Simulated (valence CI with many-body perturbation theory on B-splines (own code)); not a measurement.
Results of a calculation; reference values are marked as such.
**Level structure of Te XLVI**

Level of theory: relativistic CI+MBPT: five valence electrons over a frozen Dirac-Fock core [He], radial functions for each j: 11 s, 11 p, 10 d, 8 f, 5 g, 2 h, with the one-electron correlation potential Σ1, the two-electron term Σ2, the three-electron term Σ3, Breit, model QED; selected CI, second order for the rest, scaled by the run's own slope (own B-spline code, finite nucleus).

No measured spectrum was set against this ion. As an estimate, large intervals hold to a few tenths of a per cent, small ones and those within an open d or f shell to about a per cent. Among the levels kept, up to 7200 cm⁻¹ of a level comes from second order outside the variational space, and about a tenth of that is noise between levels of different J, which matters for small intervals.

Levels 46 to 90 of 200, with energies above the lowest level, (2s^2 2p1/2^2 2p3/2) J=3/2. "Leading %" is the weight of the configuration and term that name the level; weights of strongly mixed levels are sums over their largest components and can fall short, so below about 35 % the name and the second component can differ from the true leading terms, or belong to a minority configuration. In the jj column 3d3/2^4 stands for four electrons in 3d with j = 3/2.

```csv
No.,Configuration,Term,J,E (eV),Leading %,Leading jj,Second component
46,2s.2p3.3s,2P°,3/2,4743.8,31,2s 2p1/2^2 2p3/2 3s (96 %),20 % 2s.2p3.3s 2D°
47,2s2.2p2.3d,4D,3/2,4744.1,18,2s 2p1/2^2 2p3/2 3p1/2 (46 %),16 % 2s2.2p2.3d 2P
48,2s2.2p2.3d,4P,5/2,4745.7,18,2s 2p1/2^2 2p3/2 3p1/2 (50 %),15 % 2s2.2p2.3d 2F
49,2s2.2p2.3d,4P,1/2,4747.6,37,2s^2 2p1/2 2p3/2 3d3/2 (96 %),30 % 2s2.2p2.3d 2P
50,2s2.2p2.3d,4P,3/2,4749.8,41,2s^2 2p1/2 2p3/2 3d5/2 (51 %),26 % 2s2.2p2.3d 2P
51,2s2.2p2.3d,2G,9/2,4750.3,60,2s^2 2p1/2 2p3/2 3d5/2 (99 %),39 % 2s2.2p2.3d 4F
52,2s2.2p2.3d,4D,5/2,4752.6,29,2s^2 2p1/2 2p3/2 3d5/2 (50 %),24 % 2s2.2p2.3d 2F
53,2s2.2p2.3d,2D,5/2,4762.4,59,2s^2 2p1/2 2p3/2 3d5/2 (87 %),18 % 2s2.2p2.3d 4P
54,2s2.2p2.3d,2F,7/2,4768.5,64,2s^2 2p1/2 2p3/2 3d5/2 (94 %),20 % 2s2.2p2.3d 2G
55,2s2.2p2.3d,2D,3/2,4770.6,60,2s^2 2p1/2 2p3/2 3d5/2 (98 %),27 % 2s2.2p2.3d 2P
56,2s2.2p2.3d,2P,1/2,4773.9,63,2s^2 2p1/2 2p3/2 3d5/2 (97 %),31 % 2s2.2p2.3d 2S
57,2s.2p3.3p,2P,1/2,4801.0,33,2s 2p1/2^2 2p3/2 3p1/2 (94 %),22 % 2s.2p3.3p 4D
58,2s.2p3.3p,2D,3/2,4802.0,29,2s 2p1/2^2 2p3/2 3p1/2 (89 %),24 % 2s.2p3.3p 4F
59,2s2.2p2.3s,4P,5/2,4802.7,59,2s^2 2p3/2^2 3s (96 %),37 % 2s2.2p2.3s 2D
60,2s2.2p2.3s,2P,3/2,4808.9,47,2s^2 2p3/2^2 3s (89 %),34 % 2s2.2p2.3s 2D
61,2s.2p3.3p,4D,7/2,4823.8,44,2s 2p1/2^2 2p3/2 3p3/2 (96 %),37 % 2s.2p3.3p 6P
62,2s.2p3.3p,4P,3/2,4830.7,35,2s 2p1/2^2 2p3/2 3p3/2 (96 %),23 % 2s.2p3.3p 2P
63,2s.2p3.3p,4P,5/2,4841.9,37,2s 2p1/2^2 2p3/2 3p3/2 (95 %),22 % 2s.2p3.3p 2D
64,2s2.2p2.3s,2S,1/2,4842.8,59,2s^2 2p3/2^2 3s (83 %),16 % 2s2.2p2.3s 4P
65,2s.2p3.3p,4P,1/2,4846.3,30,2s 2p1/2^2 2p3/2 3p3/2 (81 %),24 % 2s.2p3.3p 2P
66,2s2.2p2.3p,2P°,3/2,4875.4,26,2s^2 2p3/2^2 3p1/2 (96 %),23 % 2s2.2p2.3p 4P°
67,2s2.2p2.3p,2D°,5/2,4878.7,41,2s^2 2p3/2^2 3p1/2 (96 %),25 % 2s2.2p2.3p 2F°
68,2s.2p3.3p,2D,5/2,4887.6,27,2s 2p1/2^2 2p3/2 3p3/2 (97 %),17 % 2s.2p3.3p 4P
69,2s.2p3.3d,4D°,5/2,4890.5,30,2s 2p1/2^2 2p3/2 3d3/2 (94 %),27 % 2s.2p3.3d 6D°
70,2s.2p3.3d,6D°,3/2,4893.2,34,2s 2p1/2^2 2p3/2 3d3/2 (96 %),19 % 2s.2p3.3d 4P°
71,2s.2p3.3d,6D°,7/2,4894.3,27,2s 2p1/2^2 2p3/2 3d3/2 (82 %),23 % 2s.2p3.3d 4F°
72,2s.2p3.3d,4P°,1/2,4894.6,42,2s 2p1/2^2 2p3/2 3d3/2 (96 %),38 % 2s.2p3.3d 6D°
73,2s.2p3.3p,2P,3/2,4897.2,28,2s 2p1/2^2 2p3/2 3p3/2 (96 %),17 % 2s.2p3.3p 4D
74,2s.2p3.3p,4P,1/2,4900.9,46,2s 2p1/2^2 2p3/2 3p3/2 (96 %),14 % 2s.2p3.3p 2S
75,2s.2p3.3d,4F°,9/2,4910.0,45,2s 2p1/2^2 2p3/2 3d5/2 (97 %),37 % 2s.2p3.3d 6D°
76,2s2.2p2.3p,2P°,1/2,4914.7,73,2s^2 2p3/2^2 3p1/2 (93 %),16 % 2s2.2p2.3p 4D°
77,2s.2p3.3d,4D°,5/2,4926.3,33,2s 2p1/2^2 2p3/2 3d5/2 (92 %),19 % 2s.2p3.3d 2D°
78,2s.2p3.3d,4D°,3/2,4928.9,30,2s 2p1/2^2 2p3/2 3d5/2 (75 %),15 % 2s.2p3.3d 2D°
79,2s.2p3.3d,4D°,7/2,4934.7,42,2s 2p1/2^2 2p3/2 3d5/2 (80 %),27 % 2s.2p3.3d 2F°
80,2s.2p3.3s,6S°,5/2,4938.6,35,2s 2p1/2 2p3/2^2 3s (75 %),30 % 2s.2p3.3s 4D°
81,2s2.2p2.3p,4D°,7/2,4944.6,51,2s^2 2p3/2^2 3p3/2 (85 %),34 % 2s2.2p2.3p 2F°
82,2s.2p3.3d,4D°,1/2,4945.6,55,2s 2p1/2^2 2p3/2 3d5/2 (84 %),23 % 2s.2p3.3d 2P°
83,2s2.2p2.3p,2D°,5/2,4948.2,41,2s^2 2p3/2^2 3p3/2 (78 %),28 % 2s2.2p2.3p 4P°
84,2s2.2p2.3p,2P°,1/2,4949.0,59,2s^2 2p3/2^2 3p3/2 (92 %),26 % 2s2.2p2.3p 2S°
85,2s.2p3.3d,2F°,5/2,4953.7,32,2s 2p1/2^2 2p3/2 3d3/2 (97 %),27 % 2s.2p3.3d 4G°
86,2s.2p3.3s,4S°,3/2,4957.0,43,2s 2p1/2 2p3/2^2 3s (92 %),28 % 2s.2p3.3s 4D°
87,2s.2p3.3d,2D°,3/2,4958.7,38,2s 2p1/2^2 2p3/2 3d3/2 (75 %),17 % 2s.2p3.3d 2P°
88,2s.2p3.3d,2P°,1/2,4962.3,51,2s 2p1/2^2 2p3/2 3d3/2 (86 %),16 % 2s.2p3.3d 4D°
89,2s.2p3.3s,4D°,7/2,4975.5,49,2s 2p1/2 2p3/2^2 3s (49 %),11 % 2s.2p3.3d 2F°
90,2s2.2p2.3p,2P°,3/2,4979.9,60,2s^2 2p3/2^2 3p3/2 (92 %),12 % 2s2.2p2.3p 2D°
```
